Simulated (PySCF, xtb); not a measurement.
C₃H₇AlO, SMILES C=[CH][Al]([OH])[CH3].

GFN2-xTB (xtb) at its own geometry gives an orbital gap of 3.79 eV and a dipole moment of 0.65 D.

Geometry: PBE0-D3(BJ)/def2-SVP. The structure was generated by enumeration; whether it is a known compound was not checked. The values are those of a single conformer.

Problem. What does M06-2X/def2-TZVP run with PySCF give? (Estimate from the structure and the level; the computed values follow.)

Solution. gap 8.67 eV (levels -8.92 and -0.25 eV), dipole 1.32 D.
